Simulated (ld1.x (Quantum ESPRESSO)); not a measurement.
vanadium: excitation energies, all-electron against ultrasoft

- Element: vanadium
- Generator: ld1.x (Quantum ESPRESSO) 7.5
- Type: ultrasoft
- Functional: Wu–Cohen
- Relativity: scalar-relativistic
- Frozen core: [Ne]
- Valence charge: 13
- Reference configuration: 3s2 3p6 3d3 4s1 4p0 (charge +1)
- Partial waves: 3s (bound): rcut 1.50, rcutus 2.00 bohr; 4s (bound): rcut 1.50, rcutus 2.00 bohr; 3p (bound): rcut 1.40, rcutus 1.50 bohr; 4p (bound, empty): rcut 1.40, rcutus 1.50 bohr; 3d (bound): rcut 1.25, rcutus 1.70 bohr; 3d channel at -0.2 Ry: rcut 1.25, rcutus 1.70 bohr
- Local potential: all-electron potential smoothed inside 1.60 bohr (lloc = -1)
- Core correction: Bessel-smoothed model core inside 1.45 bohr
- Augmentation charge: PSQ, inside the norm-conserving radii

Energies are relative to the spin-unpolarised reference configuration 3s2 3p6 3d3 4s1 4p0; without spin polarisation the order of configurations can differ from experiment. Not all tests gave a result: test run stopped at test 4 of 7 (negative rho).

Its overlap operator is not positive definite in a basis up to 400 Ry (lowest eigenvalue s -0.07), so the file is unfit for use: the generalised eigenproblem breaks down once the basis is large enough, and its test numbers describe a broken file.

```
valence configuration  charge  ΔE all-electron (eV)  error AE − PS (meV)
  3s2 3p6 3d3 4s2 4p0       0                -7.759                 +0.6
  3s2 3p6 3d3 4s0 4p0      +2                14.152                 -1.2
  3s2 3p6 3d2 4s0 4p0      +3                43.034                  +30
```

The ghost test of this file was not conclusive.
